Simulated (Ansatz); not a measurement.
A calculation with Ansatz (development build ahead of 0.2.0).

```yaml
crystal:
  periodic: [false, false, false]
  atoms:
    - { symbol: Cu, position_ang: [0.03196, -0.03433, -1.09881] }
    - { symbol: Cu, position_ang: [-0.01718, 0.04274, 1.1356] }
basis:
  gaussian: { orbitals: aug-cc-pVDZ }
hamiltonian:
  xc: hf
correlation:
  method: mp2
  frozen_orbitals: { Cu: 5 }
```

The input is written out in the form of the current development build from the run's settings.

Results

```json
{"Converged": "yes", "Reference energy": "-3277.93835 hartree", "Correlation energy": "-1.44472 hartree", "Total energy": "-3279.38307 hartree", "Spin squared of the determinant": "0.000"}
```
